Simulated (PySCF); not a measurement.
## Nd⁴²⁺: ionisation energy

Nd⁴²⁺ [Ar] (1S) → Nd⁴³⁺ [Ne] 3s2 3p5 (2P), as a difference of total energies. Calculation: PySCF 2.14, in an uncontracted even-tempered set (16 s from 8.4 bohr⁻², ratio 2.5; 10 p from 11 bohr⁻², ratio 2.5; 4 d from 48 bohr⁻², ratio 2.7; 4 f from 71 bohr⁻², ratio 2.7); the non-relativistic Hamiltonian (point nucleus). Correlated levels: outer shells: 1s2 frozen; virtual orbitals above 40 to 60 times the deepest correlated orbital energy dropped. The calculations carry no spin-orbit coupling.

| method | ionisation energy (eV) |
| --- | --- |
| UHF | 3344.0 |
| LDA | 3345.3 |
| PBE0 | 3345.8 |
| M06 | 3346.5 |
| PW91 | 3346.1 |
| MP2 (outer shells) | 3344.9 |
| SCS-MP2 (outer shells) | 3344.7 |

Question: Estimate what r2SCAN gives.

Answer: 3346.4 eV, closest to M06 among the rows shown.

Question: Estimate what PBE gives.

Answer: 3345.6 eV, closest to PBE0 among the rows shown.

A first-order spin-orbit estimate (lowest level to lowest level, LS coupling) adds -31.709 eV.

The gap to the reference is mostly relativistic.

For comparison: 3371 ± 4 eV (theoretical estimate listed by NIST; NIST Atomic Spectra Database, ionization energies).
